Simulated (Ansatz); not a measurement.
# Pulling the pair apart

The pair of Cu⁺ (SMILES [Cu+], atom 1) and SiH4O (SMILES [SiH3]O, atoms 2–7), both closed shells, in one local arrangement (a lower one may exist), relaxed at PBE0-D4/def2-TZVP:

```
7
angstrom
Cu 0.3261 1.3741 -2.0934
Si 0.0381 -0.1153 0.8003
O -0.1314 -0.0872 -0.9223
H 0.9729 -1.2084 1.1262
H 0.5955 1.2297 1.0501
H -1.3105 -0.3076 1.3653
H -0.4905 -0.8853 -1.3262
```

SiH4O is shifted rigidly along the line between the mean atom positions of the two fragments (negative: closer). Counterpoise interaction energies in kcal/mol. Computed with Ansatz 0.2.0 (basis: def2-TZVPPD); correlated methods freeze the cores. The 3s and 3p shells of Cu and Zn are frozen; filled d shells are correlated.

```json
{"shift (Å)": "-0.19", "MP2": "-36.78", "PBE-D4": "-45.60", "PBE0-D4": "-40.82"}
{"shift (Å)": "-0.10", "MP2": "-40.54", "PBE-D4": "-48.99", "PBE0-D4": "-44.67"}
{"shift (Å)": "0.00", "MP2": "-41.53", "PBE-D4": "-49.56", "PBE0-D4": "-45.64"}
{"shift (Å)": "0.10", "MP2": "-40.82", "PBE-D4": "-48.43", "PBE0-D4": "-44.84"}
{"shift (Å)": "0.23", "MP2": "-38.26", "PBE-D4": "-45.41", "PBE0-D4": "-42.19"}
{"shift (Å)": "0.48", "MP2": "-31.81", "PBE-D4": "-37.98", "PBE0-D4": "-35.28"}
{"shift (Å)": "0.96", "MP2": "-20.77", "PBE-D4": "-24.97", "PBE0-D4": "-23.02"}
{"shift (Å)": "1.93", "MP2": "-9.78", "PBE-D4": "-11.44", "PBE0-D4": "-10.31"}
```

**Question.** What does CCSD(T) give at these shifts? (Judge from chemistry; the value comes from the calculation.)

**Answer.** By the calculation: -34.23, -38.78, -40.35, -40.06, -37.89, -31.78, -20.83, -9.74 kcal/mol. For zero shift, CCSD(T) at an estimated basis limit (MP2 extrapolated from triple and quadruple zeta, plus CCSD(T) − MP2 in triple zeta) gives -43.76 kcal/mol. These are counterpoise interaction energies, counted from the two frozen fragments.

The T1 diagnostic stays at or below 0.022.

For scale, one of the runs: CCSD(T)/def2-TZVPPD, 223 basis functions, launched by `ansatz run in.yaml --threads 4 --pin off --events-out ev --progress --plain --max-ram 9574MiB`. Hardware: 4 CPU threads of an Arm Neoverse V2, shared host. Wall time 53 s; peak host memory 3.3 GiB.
